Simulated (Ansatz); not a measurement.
`C=CN[SiH2][AlH2]` and `C=CNCC` differ in one atom or group.

Ansatz, PBE0-D4/def2-TZVP geometries, multiplicity 1. Each molecule was computed in one conformer, which needn't be the lowest.

```json
{"property": "size of the dipole moment (ωB97M-V/def2-TZVPP) / D", "`C=CN[SiH2][AlH2]`": "4.07"}
{"property": "HOMO energy (B3LYP/def2-TZVPP) / eV", "`C=CN[SiH2][AlH2]`": "-6.68"}
{"property": "LUMO energy (B3LYP/def2-TZVPP) / eV", "`C=CN[SiH2][AlH2]`": "-1.63"}
{"property": "LUMO energy (PBE0/def2-TZVPP) / eV", "`C=CN[SiH2][AlH2]`": "-1.44"}
{"property": "HOMO energy (PBE0/def2-TZVPP) / eV", "`C=CN[SiH2][AlH2]`": "-6.85"}
{"property": "HOMO–LUMO gap (B3LYP/def2-TZVPP) / eV", "`C=CN[SiH2][AlH2]`": "5.04"}
```

Problem. What does the change do to each property? (An estimate is asked.)

Solution. Ansatz gave: 
```
                                          property  `C=CNCC`  shift
size of the dipole moment (ωB97M-V/def2-TZVPP) / D      1.64  -2.43
               HOMO energy (B3LYP/def2-TZVPP) / eV     -5.51   1.17
               LUMO energy (B3LYP/def2-TZVPP) / eV      0.78   2.41
                LUMO energy (PBE0/def2-TZVPP) / eV      1.04   2.48
                HOMO energy (PBE0/def2-TZVPP) / eV     -5.71   1.14
             HOMO–LUMO gap (B3LYP/def2-TZVPP) / eV      6.30   1.26
```

With PBE0 the HOMO rises by 1.14 eV and the LUMO rises by 2.48 eV, so the gap widens by about 1.34 eV. PBE moves the HOMO by 1.23 eV and ωB97M-V by 0.94 eV. Dipoles are sizes alone; their direction can turn.

B3LYP here is the variant with VWN-RPA as its local correlation; programs differ in this.
